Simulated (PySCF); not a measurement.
A calculated (B3LYP, PySCF 2.14, aug-cc-pVQZ-X2C, scalar relativity by spin-free X2C-1e) atom or ion has these occupied shells.

```json
{"shell": "1s α", "electrons": "1", "orbital energy (eV)": "-35810.9", "rms radius, mean of both spins (bohr)": "0.0298"}
{"shell": "1s β", "electrons": "1", "orbital energy (eV)": "-35810.9", "rms radius, mean of both spins (bohr)": "0.0298"}
{"shell": "2s α", "electrons": "1", "orbital energy (eV)": "-5639.0", "rms radius, mean of both spins (bohr)": "0.121"}
{"shell": "2s β", "electrons": "1", "orbital energy (eV)": "-5639.0", "rms radius, mean of both spins (bohr)": "0.121"}
{"shell": "2p α", "electrons": "3", "orbital energy (eV)": "-5062.5", "rms radius, mean of both spins (bohr)": "0.108"}
{"shell": "2p β", "electrons": "3", "orbital energy (eV)": "-5062.5", "rms radius, mean of both spins (bohr)": "0.108"}
{"shell": "3s α", "electrons": "1", "orbital energy (eV)": "-1181.6", "rms radius, mean of both spins (bohr)": "0.319"}
{"shell": "3s β", "electrons": "1", "orbital energy (eV)": "-1181.6", "rms radius, mean of both spins (bohr)": "0.319"}
{"shell": "3p α", "electrons": "3", "orbital energy (eV)": "-994.60", "rms radius, mean of both spins (bohr)": "0.319"}
{"shell": "3p β", "electrons": "3", "orbital energy (eV)": "-994.59", "rms radius, mean of both spins (bohr)": "0.319"}
{"shell": "3d α", "electrons": "5", "orbital energy (eV)": "-717.69", "rms radius, mean of both spins (bohr)": "0.297"}
{"shell": "3d β", "electrons": "5", "orbital energy (eV)": "-717.68", "rms radius, mean of both spins (bohr)": "0.297"}
{"shell": "4s α", "electrons": "1", "orbital energy (eV)": "-226.85", "rms radius, mean of both spins (bohr)": "0.738"}
{"shell": "4s β", "electrons": "1", "orbital energy (eV)": "-226.83", "rms radius, mean of both spins (bohr)": "0.738"}
{"shell": "4p α", "electrons": "3", "orbital energy (eV)": "-166.35", "rms radius, mean of both spins (bohr)": "0.788"}
{"shell": "4p β", "electrons": "3", "orbital energy (eV)": "-166.34", "rms radius, mean of both spins (bohr)": "0.788"}
{"shell": "4d α", "electrons": "5", "orbital energy (eV)": "-77.228", "rms radius, mean of both spins (bohr)": "0.902"}
{"shell": "4d β", "electrons": "5", "orbital energy (eV)": "-77.214", "rms radius, mean of both spins (bohr)": "0.902"}
{"shell": "5s α", "electrons": "1", "orbital energy (eV)": "-28.627", "rms radius, mean of both spins (bohr)": "1.85"}
{"shell": "5s β", "electrons": "1", "orbital energy (eV)": "-28.571", "rms radius, mean of both spins (bohr)": "1.85"}
{"shell": "5p α", "electrons": "3", "orbital energy (eV)": "-14.614", "rms radius, mean of both spins (bohr)": "2.23"}
{"shell": "5p β", "electrons": "3", "orbital energy (eV)": "-14.563", "rms radius, mean of both spins (bohr)": "2.23"}
{"shell": "6s α", "electrons": "1", "orbital energy (eV)": "-2.594", "rms radius, mean of both spins (bohr)": "5.97"}
```

Task: Name the element and its charge.

Result: Cs (caesium, neutral), in [Xe] 6s1, 2S determinant.
